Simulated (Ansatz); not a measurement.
System: C₃H₇Ge, net charge 0, doublet state. It need not be the lowest isomer of its formula. 
Structure (B3LYP-D3(BJ)/def2-TZVP (Ansatz, an electronic-structure program) minimum search):
SMILES: C=C[CH][GeH3]
```xyz
11

C     -2.3523     0.1515    -0.5219
C     -1.8199    -0.4506     0.5952
C     -0.4696    -0.5439     0.9059
Ge     0.9859     0.1609    -0.1761
H     -3.4197     0.1804    -0.6886
H     -1.7246     0.6165    -1.2718
H     -2.5236    -0.8929     1.2969
H     -0.1996    -1.0500     1.8257
H      2.3158    -0.1567     0.5271
H      0.8595     1.6869    -0.3508
H      0.9929    -0.4753    -1.5798
```
Charge 0, spin multiplicity 2.

Total electronic energies in hartree. Correlated levels leave the core frozen unless marked. UHF or UKS for open shells. No spin-orbit coupling. The frozen core is the preceding noble-gas configuration, with the filled d and f shells of earlier blocks. Non-relativistic. CBS(X,Y): correlation extrapolated as X^-3; Hartree-Fock from the larger set.

The UHF reference is spin-contaminated (<S^2> 0.20 over the pure value in the largest basis). 

```json
[
 {"level": "HF/cc-pVDZ", "program": "Ansatz", "energy (Eh)": "-2192.96791"},
 {"level": "RI-HF/aug-cc-pVTZ", "program": "Ansatz", "energy (Eh)": "-2193.07437"},
 {"level": "RI-HF/cc-pVTZ", "program": "Ansatz", "energy (Eh)": "-2193.07325"},
 {"level": "RI-HF/aug-cc-pVQZ", "program": "Ansatz", "energy (Eh)": "-2193.08476"},
 {"level": "SVWN5/def2-TZVPD", "program": "Ansatz", "energy (Eh)": "-2191.21847"},
 {"level": "revPBE-D3(BJ)/def2-TZVPD", "program": "Ansatz + dftd3", "energy (Eh)": "-2195.32446"},
 {"level": "r2SCAN/def2-TZVPD", "program": "Ansatz", "energy (Eh)": "-2195.41872"},
 {"level": "r2SCAN-D4/def2-TZVPD", "program": "Ansatz + dftd4", "energy (Eh)": "-2195.42067"},
 {"level": "B97M-V/def2-TZVPD", "program": "Ansatz", "energy (Eh)": "-2195.11848"},
 {"level": "PBE0-D4/def2-TZVP", "program": "Ansatz + dftd4", "energy (Eh)": "-2195.09345"},
 {"level": "PBE0/def2-TZVPD", "program": "Ansatz", "energy (Eh)": "-2195.08759"},
 {"level": "BHLYP/def2-TZVPD", "program": "Ansatz", "energy (Eh)": "-2195.40580"},
 {"level": "r2SCANh/def2-TZVPD", "program": "Ansatz", "energy (Eh)": "-2195.40656"},
 {"level": "LC-wPBE-D4/def2-TZVPD", "program": "Ansatz + dftd4", "energy (Eh)": "-2195.15443"},
 {"level": "LC-wPBE/def2-TZVPD", "program": "Ansatz", "energy (Eh)": "-2195.14558"},
 {"level": "wB97M-V/def2-TZVPD", "program": "Ansatz", "energy (Eh)": "-2195.30791"},
 {"level": "B2GP-PLYP/def2-TZVPD", "program": "Ansatz", "energy (Eh)": "-2194.78873"},
 {"level": "MP2/cc-pVQZ", "program": "Ansatz", "energy (Eh)": "-2193.69754"},
 {"level": "RI-MP2/aug-cc-pVQZ", "program": "Ansatz", "energy (Eh)": "-2193.70231"},
 {"level": "SCS-MP2/STO-3G", "program": "Ansatz", "energy (Eh)": "-2168.17440"},
 {"level": "CCSD/CBS(cc-pVTZ,cc-pVQZ)", "program": "Ansatz", "energy (Eh)": "-2193.7730"},
 {"level": "CCSD(T)/6-31G", "program": "Ansatz", "energy (Eh)": "-2192.95563"},
 {"level": "CCSD(T)/CBS(cc-pVTZ,cc-pVQZ)", "program": "Ansatz", "energy (Eh)": "-2193.8039"}
]
```

Totals of different functionals don't rank their quality; only differences between species are comparable.
